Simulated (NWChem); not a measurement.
Species: CHBF4O; SMILES OB(F)C(F)(F)F

```xyz
8

B     -0.0127     1.0114     0.0000
C     -0.0171    -0.6075     0.0000
F     -0.6288    -1.1189    -1.0943
F     -0.6288    -1.1189     1.0943
F      1.2716    -1.0804     0.0000
F     -1.1691     1.6651     0.0000
O      1.1489     1.6928     0.0000
H      1.9115     1.0818     0.0000
```
Atoms are numbered in this order, from 1.

Program: NWChem. Pople sets run with spherical d functions. Geometry: optimised at PBE-D3(BJ)/def2-SVP. Atomic charges in e: unrestrained fits to the electrostatic potential beside Mulliken populations; buried atoms are poorly determined by the fit.

For level Hartree-Fock/6-31G*:

```
Property     Result
-----------  ------
ESP B1         0.67
Mulliken B1    0.83
Mulliken C2    1.06
Mulliken F3   -0.42
Mulliken F4   -0.42
Mulliken F5   -0.45
```

Estimate the same quantities for level B3LYP/def2-SVP.


| Quantity | Result |
|---|---|
| ESP B1 | 0.49 |
| Mulliken B1 | 0.05 |
| Mulliken C2 | 0.52 |
| Mulliken F3 | -0.19 |
| Mulliken F4 | -0.19 |
| Mulliken F5 | -0.22 |
